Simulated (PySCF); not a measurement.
# What a mistake does to a calculation on BGeH7NSi

Calculated results; nothing here was measured. They come from PySCF 2.14.0, an open-source quantum chemistry program, on an isolated molecule that a program drew, which may never have been made. The molecule is BGeH7NSi (charge 0, doublet), drawn as the SMILES string `BN[SiH][GeH3]`.

Each row is a Hartree-Fock (HF) and frozen-core CCSD(T) single point in the cc-pV(D+d)Z basis, meant for a local HF minimum. Run 1 is clean. Each other run has one planted mistake out of seven kinds, and not every kind appears here: one electron removed, one electron added, multiplicity raised by two, geometry at a saddle point, minimal basis STO-3G, one bond length entered in bohr, all coordinates scaled. The reference is restricted for singlets and unrestricted otherwise, and also for a bond in bohr. Adding or removing an electron swaps singlet and doublet. Electrons count all cores. HOMO and LUMO are orbital energies over both spins, the gradient is its largest component, and the lowest frequency (negative if imaginary) is given only where the gradient is small. Bond lengths are over the 10 bonds as drawn. T1 is the CCSD diagnostic: over 0.02 (restricted) or 0.045 (unrestricted) a single reference is doubtful. Germanium has the cc-pVDZ-PP basis, with a core potential (ECP10MDF) in place of its 10 inner electrons, and its 3s, 3p and 3d shells are frozen in CCSD(T).

Geometry of the clean run:
```xyz
11
BGeH7NSi, angstrom
B    -1.3340    3.1732    0.1492
N    -1.9718    1.9233    0.0773
Si   -1.6853    0.4921    1.0538
Ge    0.6169    0.2410    1.7109
H    -0.4305    3.3335    0.9269
H    -1.6882    4.0721   -0.5650
H    -2.7259    1.8519   -0.5823
H    -2.1467   -0.6708    0.2504
H     1.5734    0.4279    0.5258
H     0.7954   -1.1762    2.2714
H     0.9893    1.2449    2.8045
```

```
run,electrons,basis functions,<S^2>,HOMO (eV),LUMO (eV),gradient (hartree/bohr),lowest frequency (cm^-1),mean bond (Å),longest bond (Å),T1,HF (hartree),CCSD(T) (hartree),mistake
1,65,109,0.756,-8.24,1.33,7.1e-06,52,1.5063,2.407,0.0159,-665.54065,-666.05241,no fault
2,65,109,0.756,-8.09,1.55,4.1e-02,-,1.4340,2.292,0.0147,-665.51527,-666.02038,all coordinates scaled
3,64,109,0.000,-16.81,-6.16,7.0e-02,-,1.5063,2.407,0.0168,-665.27494,-665.78109,one electron removed
4,65,109,3.777,-5.41,-2.80,4.4e-02,-,1.5063,2.407,0.0994,-665.28954,-665.79915,?
5,65,109,1.044,-8.55,0.61,1.9e-02,-,1.7205,4.549,0.0523,-665.47640,-665.98424,?
```

**Which mistake was planted in run 4, and what did it cost?**

Electrons, basis and geometry are unchanged, and <S^2> is 3.777, beside S(S+1) = 3.75 for a multiplicity of 4. So the mistake is: multiplicity raised by two. Subtracting run 1 and multiplying by 627.51 kcal/mol a hartree, the energy moved by 157.6 kcal/mol in HF and 158.9 kcal/mol in CCSD(T).

**Which mistake was planted in run 5, and what did it cost?**

The mean bond changes by a factor of 1.142 and the longest by 1.890, so the molecule wasn't scaled as a whole. A length L in bohr read as angstrom grows by (1/0.5292 - 1) L = 0.890 L. The 10 bonds together grew by 10 x 0.2142 = 2.142 Å, which gives L = 2.407 Å. That is bond Si3-Ge4, 2.407 Å in the clean geometry. So the mistake is: one bond length entered in bohr. Subtracting run 1 and multiplying by 627.51 kcal/mol a hartree, the energy moved by 40.3 kcal/mol in HF and 42.8 kcal/mol in CCSD(T).

Cautions from the logs. Run 4: T1 is over the limit, so its CCSD(T) energy is less reliable; run 5: T1 is over the limit, so its CCSD(T) energy is less reliable.
